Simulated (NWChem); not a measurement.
Species: vinylidene fluoride (C$_{2}$H$_{2}$F$_{2}$); SMILES C=C(F)F

Program: NWChem. Geometry: optimised at PBE0/def2-SVP. Computed dipoles belong to the equilibrium geometry; the measured one is vibrationally averaged.

Measured dipole moment: 1.38 D (NIST CCCBDB, as tabulated in the package chemicals).

| level | dipole moment (D) | computed − measured |
|---|---|---|
| PBE0/STO-3G | 0.00 | -1.38 |
| PBE0/def2-SVP | 1.02 | -0.36 |
| PBE0/def2-SVPD | 1.26 | -0.12 |
| PBE0/def2-TZVP | 1.10 | -0.28 |
| PBE0/def2-TZVPD | 1.17 | -0.21 |
| PBE0/def2-TZVPP | 1.10 | -0.28 |
| PBE0/def2-QZVP | 1.15 | -0.23 |
